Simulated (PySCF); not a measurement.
SMILES CC[Si](C)(O)O, singlet (GFN2-xTB optimised geometry):

```
16

C     -0.445     0.792    -1.195
C     -0.886    -0.047     0.000
Si    -0.151    -1.801     0.000
C     -0.579    -2.833    -1.531
O     -0.746    -2.439     1.388
O      1.487    -1.801     0.000
H     -0.790     0.344    -2.123
H      0.640     0.861    -1.237
H     -0.849     1.801    -1.132
H     -1.974    -0.101     0.013
H     -0.599     0.465     0.920
H     -1.651    -2.972    -1.626
H     -0.118    -3.815    -1.480
H     -0.224    -2.358    -2.438
H     -0.574    -3.348     1.616
H      1.974    -1.302     0.651
```

Level of theory: PBE0/def2-TZVP run with PySCF.

**Question.** What are the frontier orbital energies and the dipole moment?

**Answer.** HOMO-2 -9.02 eV, HOMO-1 -8.88 eV, HOMO -7.84 eV, LUMO 0.72 eV, LUMO+1 1.35 eV; dipole moment 0.56 D.

On the same geometry PBE/def2-TZVP in PySCF 2.14.0 gives HOMO-2 -7.41 eV, HOMO-1 -7.16 eV, HOMO -6.51 eV, LUMO -0.11 eV, LUMO+1 0.48 eV; dipole moment 0.58 D.

Meta-Löwdin charges at PBE0/def2-TZVP: C1 -0.34, C2 -0.48, Si3 1.31, C4 -0.64, O5 -0.77, O6 -0.77, H7 0.11, H8 0.11, H9 0.11, H10 0.12, H11 0.12, H12 0.13, H13 0.13, H14 0.14, H15 0.35, H16 0.35.
